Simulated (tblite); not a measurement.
Input of a run (GFN2-xTB geometry optimisation, gas phase (tblite 0.8.0)), started from a force field or distance geometry:
```
{"job": {"kind": "relax", "xc": "GFN2-xTB", "basis": "xTB"}, "charge": 0, "multiplicity": 2}
C      2.376100     0.485200     0.074100
C      1.366100    -0.502400    -0.461700
S      1.870100    -1.826300    -1.315400
C     -0.041500    -0.248500    -0.171300
C     -0.448200     1.052300    -0.019700
C     -1.804100     1.250600     0.245400
C     -2.683900     0.199900     0.374200
C     -2.195200    -1.090700     0.232100
C     -0.887600    -1.338100    -0.039400
H      3.263300    -0.078100     0.452500
H      1.862400     1.028300     0.897000
H      2.694000     1.178300    -0.715900
H      0.235800     1.884800    -0.117600
H     -2.131400     2.273600     0.355100
H     -2.934100    -1.904400     0.339100
H     -0.549400    -2.355400    -0.139800
```

Output (eV, eV/Å):
```
step      E/eV     max force
  0    -647.66944    2.764
  1    -647.84099    0.833
  2    -647.87944    0.453
  3    -647.89893    0.296
  4    -647.90721    0.252
  5    -647.91158    0.187
  6    -647.91509    0.146
  7    -647.91823    0.171
  8    -647.92132    0.189
  9    -647.92448    0.154
 10    -647.92756    0.146
 11    -647.92993    0.119
 12    -647.93140    0.083
 13    -647.93230    0.069
 14    -647.93298    0.068
 15    -647.93367    0.064
 16    -647.93448    0.083
 17    -647.93537    0.091
 18    -647.93620    0.066
 19    -647.93689    0.071
 20    -647.93754    0.070
 21    -647.93832    0.070
 22    -647.93914    0.076
 23    -647.93981    0.063
 24    -647.94030    0.053
 25    -647.94079    0.056
 26    -647.94135    0.061
 27    -647.94201    0.062
 28    -647.94275    0.070
 29    -647.94356    0.074
 30    -647.94440    0.080
 31    -647.94515    0.069
 32    -647.94576    0.064
 33    -647.94644    0.065
 34    -647.94747    0.110
 35    -647.94887    0.131
 36    -647.95029    0.114
 37    -647.95152    0.098
 38    -647.95280    0.125
 39    -647.95456    0.173
 40    -647.95669    0.198
 41    -647.95457    0.324
 42    -647.95987    0.100
 43    -647.96082    0.059
 44    -647.96176    0.069
 45    -647.96205    0.062
 46    -647.96291    0.039
 47    -647.96313    0.030
 48    -647.96326    0.023
 49    -647.96337    0.025
 50    -647.96349    0.022
 51    -647.96360    0.024
 52    -647.96372    0.030
 53    -647.96388    0.032
 54    -647.96407    0.031
 55    -647.96428    0.042
 56    -647.96446    0.051
 57    -647.96464    0.046
 58    -647.96482    0.032
 59    -647.96499    0.032
 60    -647.96513    0.034
 61    -647.96524    0.028
 62    -647.96534    0.021
 63    -647.96541    0.018
 64    -647.96546    0.018
 65    -647.96550    0.014
 66    -647.96554    0.017
 67    -647.96560    0.018
 68    -647.96565    0.017
 69    -647.96570    0.021
 70    -647.96574    0.018
 71    -647.96579    0.017
 72    -647.96586    0.019
 73    -647.96591    0.018
 74    -647.96596    0.022
 75    -647.96602    0.022
 76    -647.96612    0.024
 77    -647.96624    0.025
 78    -647.96638    0.028
 79    -647.96652    0.030
 80    -647.96673    0.048
 81    -647.96707    0.056
 82    -647.96755    0.063
 83    -647.96780    0.092
 84    -647.96796    0.055
 85    -647.96815    0.028
 86    -647.96823    0.023
 87    -647.96835    0.018
 88    -647.96845    0.024
 89    -647.96855    0.027
 90    -647.96861    0.015
 91    -647.96865    0.013
 92    -647.96867    0.014
 93    -647.96870    0.014
 94    -647.96873    0.013
 95    -647.96876    0.011
 96    -647.96879    0.011
 97    -647.96883    0.012
 98    -647.96886    0.011
 99    -647.96889    0.009
```

Question: Summarise the run.

Answer: The energy falls by 6.9 kcal/mol over 99 L-BFGS steps, the largest force on an atom goes from 2.76 to 0.009 eV/Å, and the atoms move by 0.367 Å rms after alignment. Among the bonds, C4–C5, C8–C9 and C1–H10 change most and about equally (-0.030 to +0.030 Å). Bonds longer at the end by more than 0.005 Å: 3 of 16; shorter: 9. Among the angles that change most is C6–C7–C8, from 118.4° to 124.9°. Among the dihedrals that turn most is H10–C1–C2–C4, from 139° to 178°. The energy rose by more than 1e-5 eV at step 41. The first step brought 57 % of the lowering.

Question: What are the final bond lengths?

Answer: C1–C2 1.494 Å, C2=S3 1.638 Å, C2–C4 1.455 Å, C4–C5 1.401 Å, C5–C6 1.389 Å, C6–C7 1.365 Å, C7–C8 1.365 Å, C8–C9 1.387 Å, C4–C9 1.401 Å, C1–H10 1.087 Å, C1–H11 1.090 Å, C1–H12 1.091 Å, C5–H13 1.079 Å, C6–H14 1.080 Å, C8–H15 1.079 Å, C9–H16 1.080 Å. Numbering counts from 1 in the input's order; the species is `CC(=S)c1cc[c]cc1` [radical].

Its GFN2-xTB frequencies are all real (lowest 16 cm⁻¹).

One conformer stands for the species.

All values are computed, not measured.
